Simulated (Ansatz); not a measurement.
`C#C[SiH2]C#C` + `OCF` → `C#COCF` + `C#C[SiH3]` at 400 K and 1 bar (substitution at a C–Si bond).

Gas-phase electronic energies from Ansatz, PBE0-D4/def2-TZVP geometries. CBS: MP2 limit from def2 TZ/QZ plus the TZ coupled-cluster correction, frozen cores. Each species was taken in one conformer, which may not be the lowest.

```
       species  CCSD(T)/CBS energy (Eh)  H − E (kJ/mol)  S (J/(mol·K))
`C#C[SiH2]C#C`               -443.57893           176.4          355.9
         `OCF`               -214.81254           136.0          272.5
      `C#COCF`               -290.81386           167.0          335.0
   `C#C[SiH3]`               -367.52081           136.8          291.4
```

H − E and S are ideal-gas, rigid-rotor, harmonic terms from PBE0-D4/def2-TZVP, for one conformer and one mirror image of each species. 1 Eh = 2625.50 kJ/mol, R = 8.31446 J/(mol·K).

Task: By hand: ΔE, ΔH, ΔS and ΔG.

Result: ΔE = (-290.81386) + (-367.52081) − (-443.57893) − (-214.81254) = 0.05680 Eh = 149.1 kJ/mol. Δ(H − E) = 167.0 + 136.8 − 176.4 − 136.0 = -8.6, so ΔH = 140.5 kJ/mol. ΔS = 335.0 + 291.4 − 355.9 − 272.5 = -2.0 J/(mol·K). ΔG = 140.5 − 400 × (-2.0)/1000 = 141.3 kJ/mol.

Task: By hand: the equilibrium constant, and the temperature at which ΔG would vanish if ΔH and ΔS stayed fixed.

Result: log₁₀ K = −ΔG/(RT ln 10) = -18.5. ΔH and −TΔS have one sign here, so there is no such temperature.

The number of gas molecules stays the same, so ΔS is small and ΔH decides. A doubt of 5 kJ/mol in ΔE shifts log₁₀ K by 0.7 here. Other conformers and mirror images would add mixing entropy, several J/(mol·K) or more a flexible species. Modes under 60 cm⁻¹, often nearly free rotors, make the harmonic entropy too high. These are equilibria of isolated gas molecules and say nothing of rates. Largest T1 diagnostic: 0.013 (customary marks: 0.02 for closed shells, 0.045 for open ones).

ΔS is within the doubt of such terms, so its sign, and with it that verdict, could turn.
